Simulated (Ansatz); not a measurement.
A made-up structure of AlBH$_{3}$I, closed shell:

```
6
angstrom
B -0.7928 0.3152 -0.8250
Al 0.5474 0.0643 0.7819
I 1.7185 -2.1328 0.6982
H -1.9316 -0.0528 -0.7681
H -0.0622 0.1328 2.1726
H 0.9079 1.0256 1.9872
```

It is relaxed with PBE-D4/def2-SVP and then PBE0-D4/def2-TZVP (Ansatz 0.2.0). Atoms count as bonded within 1.22 times the sum of their covalent radii (H–H: 0.88 Å). The end point is not checked to be a true minimum.

Task: Does its bonding change? (Judge from chemistry; the calculation decides.)

Result: The calculation gives: Yes. Formed: B1–H5; broken: Al2–H5.

Where it ends: The first stage lowers the energy by 4.21 eV in 23 steps. It ends as AlBH₃I ([BH2][AlH][I]):
| atom | x (Å) | y (Å) | z (Å) |
| --- | --- | --- | --- |
| B1 | -1.0851 | 0.0343 | 0.4173 |
| Al2 | 0.9494 | 0.1175 | 0.9604 |
| I3 | 2.0905 | -2.0786 | 0.6753 |
| H4 | -1.4530 | 0.2275 | -0.7065 |
| H5 | -1.9414 | -0.2677 | 1.1989 |
| H6 | 1.8269 | 1.3192 | 1.5013 |

Labels in which every atom is bracketed show which atoms are joined, not bond orders.

For scale, one of the runs: PBE0-D4/def2-TZVP relaxation, 136 basis functions, launched by `ansatz run in.yaml --threads 2 --pin off --events-out ev --progress --plain --max-ram 4352MiB`. Hardware: 2 CPU threads of an Arm Neoverse V2, shared host. Wall time about 29 s.
